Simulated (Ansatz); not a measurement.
ClFGe, SMILES `[F][Ge][Cl]` (lower singlet) (charge 0, multiplicity 1). This singlet lies 3.00 eV below the relaxed triplet at the level frozen-core CCSD(T)/cc-pVTZ // B3LYP-D3(BJ)/def2-TZVP (Ansatz, a program for electronic structure).

Calculation: frozen-core CCSD(T)/cc-pVQZ // B3LYP-D3(BJ)/def2-TZVP run with Ansatz.

Ansatz 0.2 input:
```yaml
crystal:
  periodic: [false, false, false]
  atoms:
    - { symbol: F, position_ang: [-1.398692, -0.472541, 0.000006] }
    - { symbol: Ge, position_ang: [-0.222647, 0.839019, -0.000001] }
    - { symbol: Cl, position_ang: [1.621339, -0.366478, -0.000005] }
basis:
  gaussian: { orbitals: cc-pVQZ }
correlation:
  method: ccsd_t
```

Output:

```
Functional definition: HF
1140 factors; integrals over basis functions are off by at most 9.1e-4 eV
mean field evaluation 1: about -71686.3434 eV, gradient 3.3e1 eV
mean field evaluation 2: about -71686.3872 eV, gradient 3.3e1 eV
mean field evaluation 4: about -71688.4989 eV, gradient 2.2e0 eV
mean field evaluation 8: about -71688.5313 eV, gradient 2.8e-1 eV
mean field evaluation 16: about -71686.3432 eV, gradient 3.3e1 eV
mean field -71688.53199616 eV, -2634.5049586266 hartree, gradient 4.1e-6 eV, S^2 0.000000; 0 other end points of the search recorded, 0 dependent functions left out
15 core orbitals not correlated
reference -71688.53199616 eV, -2634.5049586266 hartree; 14, 14 occupied and 153, 153 virtual orbitals, 1140 factors
second order -19.45984555 eV of doubles, -0.00000000 eV of singles
cycle   1  -19.09611138 eV  change    3.6e-1 eV  update   1.1e-1
cycle   2  -19.57963973 eV  change   -4.8e-1 eV  update   3.7e-2
cycle   3  -19.69404564 eV  change   -1.1e-1 eV  update   2.0e-2
cycle   4  -19.67811700 eV  change    1.6e-2 eV  update   5.5e-3
cycle   5  -19.67177750 eV  change    6.3e-3 eV  update   2.4e-3
cycle   6  -19.67300071 eV  change   -1.2e-3 eV  update   8.7e-4
cycle   7  -19.67289447 eV  change    1.1e-4 eV  update   3.2e-4
cycle   8  -19.67273805 eV  change    1.6e-4 eV  update   9.6e-5
cycle   9  -19.67278879 eV  change   -5.1e-5 eV  update   3.5e-5
cycle  10  -19.67279953 eV  change   -1.1e-5 eV  update   1.2e-5
perturbative correction -0.85382582 eV, -0.0313775202 hartree
Total energy: -71709.05862151 eV, -2635.2592981948 hartree
```
